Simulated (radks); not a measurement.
All-electron atom: a nucleus of charge 50.75 with 51 electrons in [Kr] 4d10 5s2 5p3. All-electron calculation, scalar-relativistic Kohn-Sham, r2SCAN, spin-polarised, spherical densities, finite nucleus; open shells are filled with parallel spins first (spin-orbit coupling, left out, can overturn this in heavy ions); meta-GGA in the generalised Kohn-Sham scheme; Fermi nuclear charge, rms radius 4.6802 fm. Program: a radial shooting solver on a logarithmic mesh with Libxc functionals.

Unscreened Slater integrals over Kohn-Sham orbitals (hartree). They are taken over the spin-up orbitals.

F0(5p,5p): 0.30232
F2(5p,5p): 0.15871
F0(5p,5s): 0.33689
G1(5p,5s): 0.21385
F0(5p,4d): 0.38752
F2(5p,4d): 0.092982
G1(5p,4d): 0.030583
G3(5p,4d): 0.026531
F0(5p,4p): 0.39330
F2(5p,4p): 0.073814
G0(5p,4p): 0.013017
G2(5p,4p): 0.016453
F0(5s,5s): 0.38918
F0(5s,4d): 0.48246
G2(5s,4d): 0.060427
F0(5s,4p): 0.49334
G1(5s,4p): 0.029155
F0(4d,4d): 0.86315
F2(4d,4d): 0.43309
F4(4d,4d): 0.28532
F0(4d,4p): 0.94148
F2(4d,4p): 0.47351
G1(4d,4p): 0.60092
G3(4d,4p): 0.37027
F0(4p,4p): 1.0439
F2(4p,4p): 0.54869

Derived for the open shells (J is the average intra-shell exchange parameter used in DFT+U). 5p: J = F2/5 = 0.03174 hartree.
